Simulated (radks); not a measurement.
Values are calculated unless marked as measured or tabulated.
Ce, configuration [Xe] 4f1 6s1 6p2 (not the ground configuration). Code: a radial shooting solver on a logarithmic mesh with Libxc functionals. Model: Dirac Kohn-Sham, PBE, spin-unpolarised, spherical densities, point nucleus; open shells are shared between the two j in proportion to 2j + 1.

Unscreened Slater integrals over Kohn-Sham orbitals (hartree). Large and small components are both included.

\begin{tabular}{lr}
integral & value \\ \hline
F0(6p3/2,6p3/2) & 0.17242 \\
F2(6p3/2,6p3/2) & 0.094275 \\
F0(6p3/2,6p1/2) & 0.17594 \\
G2(6p3/2,6p1/2) & 0.095679 \\
F0(6p3/2,6s1/2) & 0.19160 \\
G1(6p3/2,6s1/2) & 0.11658 \\
F0(6p3/2,4f7/2) & 0.22511 \\
F2(6p3/2,4f7/2) & 0.028649 \\
G2(6p3/2,4f7/2) & 0.0072368 \\
G4(6p3/2,4f7/2) & 0.0065346 \\
F0(6p1/2,6p1/2) & 0.17978 \\
F0(6p1/2,6s1/2) & 0.19701 \\
G1(6p1/2,6s1/2) & 0.12635 \\
F0(6p1/2,4f7/2) & 0.23436 \\
G4(6p1/2,4f7/2) & 0.0071665 \\
F0(6s1/2,6s1/2) & 0.22276 \\
F0(6s1/2,4f7/2) & 0.28777 \\
G3(6s1/2,4f7/2) & 0.012597 \\
F0(4f7/2,4f7/2) & 0.85991 \\
F2(4f7/2,4f7/2) & 0.39913 \\
F4(4f7/2,4f7/2) & 0.24849 \\
F6(4f7/2,4f7/2) & 0.17822 \\
\end{tabular}
